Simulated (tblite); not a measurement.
C5H9NO2Si.
Geometry (GFN2-xTB, Å), atoms numbered from 1 in this order:
```xyz
18
C5H9NO2Si angstrom
C     -2.9361   -1.2807   -0.3648
O     -1.5888   -0.9286   -0.2424
Si    -0.9665    0.5447   -0.0790
O     -1.5064    1.4895   -1.2862
N      0.7494    0.2648   -0.1857
C      1.4202   -0.9267   -0.1381
C      2.7609   -0.6962   -0.1783
C      2.9359    0.7066   -0.2446
C      1.6909    1.2563   -0.2438
H     -3.4317   -0.6630   -1.1147
H     -2.9826   -2.3279   -0.6643
H     -3.4497   -1.1541    0.5909
H     -1.2878    1.1678    1.2044
H     -1.0867    2.3141   -1.5128
H      0.8706   -1.8443   -0.0908
H      3.5393   -1.4341   -0.1636
H      3.8701    1.2322   -0.2891
H      1.3903    2.2858   -0.2736
```

Computed with GFN2-xTB (tblite): harmonic, unscaled wavenumbers at the GFN2-xTB geometry, gas phase. This tight-binding method is rough: wavenumbers can miss measured ones by several per cent, in bad cases by 10 to 20. Modes of hydrogen on silicon can be 10 to 20 % off. One conformer, not necessarily the lowest.

Harmonic wavenumbers (cm⁻¹): 30.9, 74.9, 93.6, 95.2, 110.0, 173.1, 244.4, 273.2, 276.7, 327.7, 506.8, 577.7, 591.4, 710.1, 730.0, 765.6, 769.4, 786.7, 808.7, 821.9, 837.2, 840.8, 906.9, 940.3, 1077.1, 1084.0, 1102.8, 1132.5, 1141.2, 1173.9, 1196.7, 1268.2, 1334.3, 1410.1, 1413.7, 1476.3, 1477.7, 1485.2, 1567.8, 2268.4, 2956.4, 2980.4, 2994.0, 3140.2, 3152.0, 3162.2, 3180.5, 3686.0.

A = 3144, B = 908.5, C = 738.8 MHz; mass 143.040 u (most abundant isotopes); point group C1, symmetry number 1.

Task: What is the zero-point energy?

Result: Half the sum of the wavenumbers: 29577 cm⁻¹ = 353.82 kJ/mol.

Task: What is S at 200 K and 1 bar for an ideal gas of classical rigid rotors and harmonic oscillators?

Result: Translation 162.45, rotation 118.08, vibration 95.02: S = 375.6 J/(mol K).

Task: And Cp and H(200 K) − H(0)?

Result: Cp = 123.37 J/(mol K), of which vibrations give 90.11 (their classical limit is 48 R = 399.1); H(200 K) − H(0) = 16.46 kJ/mol without the zero-point energy, 9.81 from vibrations.

Task: How do the functions run with temperature in this model?

Result: 
| T (K) | S (J/(mol K)) | Cp (J/(mol K)) | H − H(0) (kJ/mol) | G − H(0) (kJ/mol) | ln q(vib) |
| --- | --- | --- | --- | --- | --- |
| 50 | 253.7 | 62.1 | 2.28 | -10.41 | 0.84 |
| 100 | 304.6 | 86.0 | 6.02 | -24.44 | 2.43 |
| 298.15 | 432.5 | 165.1 | 30.60 | -98.35 | 8.34 |
| 373.15 | 472.9 | 196.0 | 44.16 | -132.32 | 10.41 |
| 500 | 536.7 | 239.8 | 71.93 | -196.42 | 13.84 |
| 750 | 645.9 | 297.9 | 139.77 | -344.68 | 20.25 |
| 1000 | 737.0 | 334.2 | 219.10 | -517.87 | 26.11 |

q(vib) and H(0) count from the zero-point level.

Task: Which modes carry the vibrational entropy at 200 K?

Result: 30.9 cm⁻¹: 20.83; 74.9 cm⁻¹: 13.56; 93.6 cm⁻¹: 11.76; 95.2 cm⁻¹: 11.62; 110.0 cm⁻¹: 10.47; 173.1 cm⁻¹: 7.01 J/(mol K); the other 42 give 19.77 together.

Task: Blend soft modes into free rotors: weight 1/[1 + (100 cm⁻¹/ν̃)⁴] for the oscillator and the rest for a rotor with moment μB/(μ + B), μ = h/(8π²ν), B = 10⁻⁴⁴ kg m². What vibrational entropy results?

Result: 86.55 J/(mol K) in place of 95.02, which changes −T·S at 200 K by +1.69 kJ/mol.

Hindered rotation and anharmonicity are outside this model. Other conformers, if any are populated, would add a mixing term that is left out. The structure is chiral; the term R ln 2 for an equal mix with its mirror image is left out.
